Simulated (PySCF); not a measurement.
Static response to an electric field

Compound: C4H8Se2Si.
SMILES with atom numbers: `[CH3:1][Se:2][C:3]1=[CH:4][SiH2:5][CH2:6][Se:7]1` (hydrogens: H8, H9, H10 on C1; H11 on C4; H12, H13 on Si5; H14, H15 on C6)

Structure used (GFN2-xTB), in Å, numbered top down from 1:
```xyz
15
C4H8Se2Si angstrom
C      3.2064    0.0347    0.3343
Se     1.9980    1.5394    0.0345
C      0.3115    0.6460    0.0221
C     -0.8281    1.3032   -0.2386
Si    -2.4174    0.3310   -0.2070
C     -1.6837   -1.3910    0.2167
Se     0.2560   -1.2258    0.4076
H      4.2166    0.4354    0.3449
H      2.9775   -0.4283    1.2924
H      3.0957   -0.6838   -0.4757
H     -0.7814    2.3611   -0.4558
H     -3.0882    0.2627   -1.5092
H     -3.3442    0.7463    0.8512
H     -2.0620   -1.7941    1.1546
H     -1.8611   -2.1290   -0.5638
```

Level: B3LYP/def2-SVPD (PySCF), static field, nuclei fixed, core orbitals frozen in the response. The polarisability tensor in these axes (au):

```
x   174.46   3.82   7.49
y     3.82 127.27  -6.62
z     7.49  -6.62  93.66
```

Q: Diagonalise the tensor; give its mean and Δα, where Δα² is half the sum of the squared differences of the eigenvalues.

A: Principal values 91.61, 128.41 and 175.36 au; mean 131.79 au = 19.53 Å³ = 21.73 × 10⁻⁴⁰ C²·m²/J; Δα = 72.71 au (55 % of the mean).

Q: What is the dipole moment, and where does it point?

A: (0.03, -0.89, 0.07) D, 0.89 D in size, pointing from the negative to the positive side. Measured along this direction, the outermost atoms are H11 at the negative end and H15 at the positive end.

Q: Find the Langevin capture rate constant for H3O+ (19.018 u) meeting this molecule (243.873 u), k = 2.342 × 10⁻⁹ cm³/s × √(α in Å³ / reduced mass in u).

A: The reduced mass is 17.64 u, so k = 2.46 × 10⁻⁹ cm³/s. The formula leaves out the permanent dipole, which adds to the capture rate.

Q: Molar refractivity from α?

A: Lorentz–Lorenz: R = (4π/3)N_A α = 2.5225 cm³/(mol·Å³) × 19.53 Å³ = 49.3 cm³/mol, in the limit of long wavelengths.

Q: How large is μ²/3kT at 350 K beside α?

A: In Gaussian units μ²/3kT = 5.51 Å³ against 19.53 Å³, a ratio of 0.28; the Debye molar polarisation (4π/3)N_A(α + μ²/3kT) is 63.2 cm³/mol, leaving out the vibrational part.

Q: Form Σ f/ω² (atomic units) for the 8 lowest TDDFT singlets, given as eV and f, and set it beside the mean polarisability, which is this sum over all singlets: 4.17, 0.0005; 4.21, 0.0020; 4.57, 0.1340; 4.83, 0.0104; 4.91, 0.0019; 4.96, 0.0646; 4.98, 0.0735; 5.21, 0.0013.

A: They add up to 9.42 au, 7.1 % of the 131.79 au; the largest single term is 4.74 au, from the state at 4.57 eV. Terms in order: 0.02, 0.08, 4.74, 0.33, 0.06, 1.95, 2.20, 0.03 au. Higher excitations give the rest. The strengths listed sum to 0.288.

One conformer (not necessarily the lowest) at the GFN2-xTB geometry, without solvent, vibrations or thermal averaging. The calculation is non-relativistic, for selenium too.

The run behind these numbers computed excited states as well. On one thread, Arm Neoverse N1 (aarch64), shared host, this took 2.0 min of wall time and 1.0 GiB of memory at its peak.
